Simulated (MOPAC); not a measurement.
MOPAC input (PM6):

```
PM6 1SCF CHARGE=1 GEO-OK AUX(PRECISION=9) THREADS=1
H6BO3Si

O     1.11431100 1    1.53848400 1   -0.36773100 1
B     0.83003500 1    0.27962000 1   -0.05095500 1
O     2.12634800 1   -0.45790700 1    0.17165300 1
O    -0.21675800 1   -0.48428100 1    0.11914500 1
Si   -1.92313900 1   -0.41022900 1    0.05690500 1
H     0.39590200 1    2.15718100 1   -0.54513400 1
H     2.99220900 1   -0.02467200 1    0.08207200 1
H     2.14977400 1   -1.39801700 1    0.41418500 1
H    -2.25414500 1    0.98038500 1   -0.30934800 1
H    -2.38071900 1   -0.76366300 1    1.40650600 1
H    -2.32045900 1   -1.37647200 1   -0.97471000 1
```

From the output:

```
                                                       MOPAC v23.2.5 Linux

          FINAL HEAT OF FORMATION =        -64.43291 KCAL/MOL =    -269.58731 KJ/MOL

          COSMO AREA              =        132.26 SQUARE ANGSTROMS
          COSMO VOLUME            =        119.71 CUBIC ANGSTROMS

          IONIZATION POTENTIAL    =         14.847518 EV
          HOMO LUMO ENERGIES (EV) =        -14.848 -5.195
          NO. OF FILLED LEVELS    =         15
          MOLECULAR WEIGHT        =         92.9411         POINT GROUP:  Cs

          MOLECULAR DIMENSIONS (Angstroms)

            Atom       Atom       Distance
            H    11    H     7     5.58288
            H     6    H     8     3.95679
            H    10    H    11     2.39530

          SCF CALCULATIONS        =          1

   ATOM   CHEMICAL          X               Y               Z
  NUMBER   SYMBOL      (ANGSTROMS)     (ANGSTROMS)     (ANGSTROMS)

     1       O          1.11431100  *   1.53848400  *  -0.36773100  *
     2       B          0.83003500  *   0.27962000  *  -0.05095500  *
     3       O          2.12634800  *  -0.45790700  *   0.17165300  *
     4       O         -0.21675800  *  -0.48428100  *   0.11914500  *
     5      Si         -1.92313900  *  -0.41022900  *   0.05690500  *
     6       H          0.39590200  *   2.15718100  *  -0.54513400  *
     7       H          2.99220900  *  -0.02467200  *   0.08207200  *
     8       H          2.14977400  *  -1.39801700  *   0.41418500  *
     9       H         -2.25414500  *   0.98038500  *  -0.30934800  *
    10       H         -2.38071900  *  -0.76366300  *   1.40650600  *
    11       H         -2.32045900  *  -1.37647200  *  -0.97471000  *

                             CARTESIAN COORDINATES

   1    O        1.114311000     1.538484000    -0.367731000
   2    B        0.830035000     0.279620000    -0.050955000
   3    O        2.126348000    -0.457907000     0.171653000
   4    O       -0.216758000    -0.484281000     0.119145000
   5   Si       -1.923139000    -0.410229000     0.056905000
   6    H        0.395902000     2.157181000    -0.545134000
   7    H        2.992209000    -0.024672000     0.082072000
   8    H        2.149774000    -1.398017000     0.414185000
   9    H       -2.254145000     0.980385000    -0.309348000
  10    H       -2.380719000    -0.763663000     1.406506000
  11    H       -2.320459000    -1.376472000    -0.974710000

           Empirical Formula: H6 O3 B Si  =    11 atoms

      MOLECULAR POINT GROUP   :   Cs

                  EIGENVALUES
 -37.87169 -36.07187 -35.08922 -27.45015 -27.07449 -24.23761 -23.41161 -21.23723
 -21.07912 -19.34662 -19.14028 -18.18253 -17.92737 -15.05272 -14.84752  -5.19467
  -3.73411  -3.55085  -2.99253  -2.64303  -2.55034  -2.07602  -1.75340  -1.64615
  -1.29847  -0.91719  -0.33455   0.63933   0.87595   1.09075   1.25227

              NET ATOMIC CHARGES AND DIPOLE CONTRIBUTIONS

  ATOM NO.   TYPE          CHARGE      No. of ELECS.   s-Pop       p-Pop       d-Pop
    1          O          -0.504560        6.5046     1.69342     4.81114
    2          B           0.762222        2.2378     0.75340     1.48438
    3          O          -0.380058        6.3801     1.58029     4.79977
    4          O          -0.541881        6.5419     1.62038     4.92151
    5         Si           0.485662        3.5143     1.18107     1.64879     0.68447
    6          H           0.394200        0.6058     0.60580
    7          H           0.415880        0.5841     0.58412
    8          H           0.414357        0.5856     0.58564
    9          H          -0.033278        1.0333     1.03328
   10          H          -0.006272        1.0063     1.00627
   11          H          -0.006272        1.0063     1.00627
 DIPOLE           X         Y         Z       TOTAL
 POINT-CHG.     3.943    -0.437     0.212     3.973
 HYBRID         1.067    -0.142     0.064     1.078
 SUM            5.010    -0.579     0.276     5.051

          ATOMIC ORBITAL ELECTRON POPULATIONS

     Atom    s        px        py        pz      x^2-y^2     xz        z^2       yz        xy
    1  O   1.69342   1.61652   1.40042   1.79420
    2  B   0.75340   0.51745   0.57358   0.39335
    3  O   1.58029   1.43962   1.44075   1.91940
    4  O   1.62038   1.45790   1.70995   1.75366
    5 Si   1.18107   0.26428   0.68412   0.70039   0.16623   0.13123   0.14222   0.14619   0.09859
    6  H   0.60580
    7  H   0.58412
    8  H   0.58564
    9  H   1.03328
   10  H   1.00627
   11  H   1.00627

 **********************
 *                    *
 * JOB ENDED NORMALLY *
 *                    *
 **********************

 == MOPAC DONE ==
```

The dipole moment of an ion depends on the origin.

The geometry given is a B3LYP-D3(BJ)/def2-TZVP minimum.
